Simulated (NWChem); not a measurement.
# AlSiH$_{4}$O$_{2}$Cl; SMILES Cl[SiH2][Al]([OH])[OH]

```xyz
9

Si    -0.9871     0.9181    -0.0146
Cl     0.6243     2.2608    -0.0043
Al    -0.0077    -1.3135     0.0004
O     -1.0759    -2.6319     0.0097
O      1.6674    -1.6051     0.0017
H     -1.8108     1.2183    -1.2254
H     -1.8320     1.2247     1.1798
H     -0.8234    -3.5570     0.0167
H      2.3596    -0.9419    -0.0020
```
Atoms are numbered in this order, from 1.

Program: NWChem. Pople sets run with spherical d functions. Geometry: optimised at PBE0/def2-SVP. Vzz is the largest principal value of the second derivative of the potential at the nucleus (NWChem prints the opposite sign); η is the asymmetry. Non-relativistic.

For level CAM-B3LYP/6-31G*:

* **Vzz Cl2 (a.u.)**: 2.109
* **Vzz Al3 (a.u.)**: 0.796

Problem. Estimate the same quantities for level PBE0/def2-TZVP.

Solution. The vzz Cl2 (a.u.) comes out as 2.241 and the vzz Al3 (a.u.) comes out as 1.034.
